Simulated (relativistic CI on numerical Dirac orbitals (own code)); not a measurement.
## Crystal-field levels of Nb3+, 4d2

Calculated by Dirac-Coulomb-Breit CI, separate exchange-only KLI orbitals for each configuration, model QED (radiative potential, 1s self-energy scaled to tabulated hydrogen-like ionisation energies), one configuration in a parametric crystal field, unscaled Slater integrals (own radial code). With so little scaling, terms lie 10 to 35 % too far apart, which can change the order of excited levels.

Field parameters in Wybourne normalisation: D3d B²₀ = −7Dσ, B⁴₀ = −14Dq − 21Dτ, B⁴₃ = −14√(10/7) Dq. The field is a parameter set, without covalency.

S and J are read from ⟨S²⟩ = S(S + 1) and ⟨J²⟩ = J(J + 1) of each level; they are not fictitious spins.

D3d, 10Dq = 28000, Dσ = -1200, Dτ = 50 cm⁻¹, the lowest 16 levels:

| E (cm⁻¹) | Degeneracy | Irrep | S | J |
| --- | --- | --- | --- | --- |
| 0.0 | 1 | A1 | 1.00 | 2.90 |
| 39.3 | 2 | E | 1.00 | 2.93 |
| 2043 | 2 | E | 1.00 | 2.73 |
| 2512 | 2 | E | 1.00 | 3.21 |
| 2881 | 1 | A2 | 1.00 | 3.49 |
| 2956 | 1 | A1 | 1.00 | 3.61 |
| 10802 | 2 | E | 0.01 | 3.23 |
| 13782 | 1 | A1 | 0.01 | 2.93 |
| 13803 | 2 | E | 0.01 | 3.11 |
| 27204 | 1 | A2 | 1.00 | 3.24 |
| 27224 | 2 | E | 1.00 | 3.24 |
| 27559 | 1 | A1 | 0.03 | 3.04 |
| 28400 | 1 | A2 | 1.00 | 3.10 |
| 28402 | 1 | A1 | 0.99 | 3.02 |
| 28598 | 2 | E | 1.00 | 3.27 |
| 28791 | 2 | E | 1.00 | 3.45 |

D3d, 10Dq = 28000, Dσ = -980, Dτ = 50 cm⁻¹, the lowest 10 levels:

```csv
E (cm⁻¹),Degeneracy,Irrep,S,J
0.0,1,A1,1.00,2.88
42.2,2,E,1.00,2.91
1548,2,E,1.00,2.73
2026,2,E,1.00,3.23
2373,1,A2,1.00,3.48
2468,1,A1,1.00,3.63
10892,2,E,0.01,3.22
13273,2,E,0.01,3.12
13371,1,A1,0.01,2.97
26925,1,A1,0.02,3.03
```

D3d, 10Dq = 28000, Dσ = -760, Dτ = 50 cm⁻¹, the lowest 16 levels:

```tsv
E (cm⁻¹)	Degeneracy	Irrep	S	J
0.0	1	A1	1.00	2.85
45.0	2	E	1.00	2.88
1069	2	E	1.00	2.73
1566	2	E	1.00	3.26
1882	1	A2	1.00	3.47
2006	1	A1	1.00	3.65
10990	2	E	0.01	3.19
12759	2	E	0.01	3.13
12903	1	A1	0.01	3.00
26376	1	A1	0.01	3.02
26912	1	A2	1.00	3.20
26948	2	E	1.00	3.23
27664	1	A1	1.00	3.06
27690	1	A2	1.00	3.18
27857	2	E	1.00	3.30
28021	2	E	1.00	3.45
```

The free-ion ground term has S = 1. Every field shown keeps that spin.

Levels of this model without a field, named by their leading LS term: ³F2 0, ³F3 965, ³F4 2129, ¹D2 10951, ³P0 12080, ³P1 12437, ³P2 13356, ¹G4 16581 cm⁻¹.
